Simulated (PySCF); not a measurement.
bromoethene (C₂H₃Br), SMILES C=CBr. Geometry optimised at PBE0-D3(BJ)/def2-TZVP.

TDDFT-LC-ωPBE/def2-SVPD (PySCF 2.14.0) puts the lowest singlet excitations at 6.28, 6.90, 6.97, 7.33, 7.86, 8.45 eV.

### Question
What are the lowest excitation roots from ADC(2)/aug-cc-pVDZ (PySCF)? (The exact figures need the calculation; the answer reports its results.)

### Answer
6.23, 6.60, 6.63, 7.01, 7.03, 7.27 eV. S1 differs by -0.05 eV (second minus first; roots are paired by order, and the bases may differ).
